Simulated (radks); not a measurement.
Question: Calculated with a radial shooting solver on a logarithmic mesh with Libxc functionals: scalar-relativistic Kohn-Sham, PBE, spin-polarised, spherical densities, finite nucleus; open shells are filled with parallel spins first; Fermi nuclear charge, rms radius of each element as measured or else 0.836 A^(1/3) + 0.57 fm. Each species is in its NIST ground configuration. Rank Mg+, Ar+, Al+, Si+, Cl+, S+, P+ by Delta-SCF ionisation energy (eV), largest first.

Answer: Ar+ 27.689, Cl+ 23.628, S+ 23.369, P+ 19.867, Al+ 18.793, Si+ 16.266, Mg+ 15.362.
